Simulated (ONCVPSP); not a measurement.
# manganese: variants of one ONCV potential

Base potential:

manganese, optimised norm-conserving Vanderbilt (ONCV), made with ONCVPSP 4.0.1 (LDA (Perdew-Zunger), scalar-relativistic). Core [Ne] 3s2, reference 3p6 3d5.5 4s1.5. Waves: 4s: rc 2.30 bohr, ncon 4, nbas 7, qcut 3.3 1/bohr, 3 projectors, debl 2.4 Ha; 3p: rc 1.05 bohr, ncon 5, nbas 9, qcut 16.6 1/bohr, 2 projectors, debl 2.6 Ha; 3d: rc 1.20 bohr, ncon 3, nbas 8, qcut 14.4 1/bohr, 2 projectors, debl 1.3 Ha; f scattering state at 0.16 Ha: rc 2.35 bohr, ncon 4, nbas 9, qcut 4.7 1/bohr, 3 projectors, debl 3.5 Ha. Local part: polynomial inside 1.05 bohr (lpopt 5, dvloc0 2 Ha). Core correction: polynomial model core, fcfact 0.2.

All-electron outer shells of the reference configuration (LDA (Perdew-Zunger), scalar-relativistic, ld1.x):

| shell | level (eV) | outermost node (bohr) | outermost maximum (bohr) |
| --- | --- | --- | --- |
| 3s | -83.08 | 0.34 | 0.74 |
| 3p | -52.24 | 0.31 | 0.75 |
| 3d | -5.13 | – | 0.76 |
| 4s | -4.78 | 1.06 | 2.57 |

Cutoffs, loose and tight: the cutoffs (Ha) at which the residual kinetic energy of the hardest occupied pseudo-wave falls to 1 and 0.1 mHa per electron. They do not see the model core or the augmentation charge, which bear on the density cutoff. Test errors are all-electron minus pseudo excitation energies from the reference, over the configurations 3p6 3d5 4s2; 3p6 3d5 4s1; 3p6 3d5 4s0; 3p6 3d4 4s2 4p1. A dash means not determined; rows that change the core or the reference have their own tests. The largest error is taken over the tests solved by every variant that gives reliable tests at all: 3p6 3d4 4s2 4p1; 3p6 3d5 4s1; 3p6 3d5 4s2.

A true bound ghost makes a file unfit for plane-wave use even where its test errors are small: the radial tests pick states by their node count and pass the ghost by.

```csv
change,outcome,"cutoff, loose","cutoff, tight",bound ghosts,GHOST(+) flags above zero,largest test error (meV)
base,generated,77 Ha,95 Ha,none,s,-124
s: debl 1.5,generated,77 Ha,95 Ha,none,s,-124
"core correction polynomial model core, fcfact 0.66",generated,77 Ha,95 Ha,none,s,-125
"local potential polynomial inside 0.80 bohr (lpopt 4, dvloc0 -1 Ha)",generated,77 Ha,95 Ha,none,s,-124
"f: ncon 5, nbas 10",generated,77 Ha,95 Ha,none,s,-124
"d: rc 0.8; local potential polynomial inside 0.80 bohr (lpopt 5, dvloc0 2 Ha)",generated,92 Ha,151 Ha,s,s,-144
p: rc 1.14,generated,75 Ha,93 Ha,none,s,-125
s: qcut 2,generated,77 Ha,95 Ha,none,s,-79
p: nproj 1,generated,77 Ha,95 Ha,none,s,-109
```

(1) What comes out with this change to the base: all radii but the core radius scaled by about 1.06 (s 2.44, p 1.12, d 1.28, f 2.48 bohr); local potential polynomial inside 1.12 bohr (lpopt 5, dvloc0 2 Ha)?

(2) What comes out with this change to the base: core [Ne], valence charge 15; reference 3s2 3p6 3d5 4s0.5; waves now 3s+4s: rc 1.45 bohr, ncon 4, nbas 8, qcut 7.3 1/bohr, 2 projectors; 3p: rc 1.00 bohr, ncon 4, nbas 9, qcut 8.4 1/bohr, 2 projectors, debl 1 Ha; 3d: rc 1.80 bohr, ncon 4, nbas 9, qcut 7.7 1/bohr, 3 projectors, debl 2.7 Ha; f scattering state at 0.12 Ha: rc 1.50 bohr, ncon 4, nbas 7, qcut 8.4 1/bohr, 2 projectors, debl 3.3 Ha; local potential polynomial inside 0.60 bohr (lpopt 5, dvloc0 2 Ha)?

(3) What comes out with this change to the base: s: qcut 2.5; p: qcut 12.7; d: qcut 11; f: qcut 3.6?

Results:

(1) outcome: generated; cutoff, loose: 76 Ha; cutoff, tight: 93 Ha; bound ghosts: none; GHOST(+) flags above zero: s; largest test error (meV): -121.

(2) outcome: generated, projector energies reset by the program; cutoff, loose: 28 Ha; cutoff, tight: 36 Ha; bound ghosts: none; GHOST(+) flags above zero: s, d, f; largest test error (meV): +5.6.

(3) outcome: generated; cutoff, loose: 54 Ha; cutoff, tight: 68 Ha; bound ghosts: none; GHOST(+) flags above zero: s; largest test error (meV): -84.
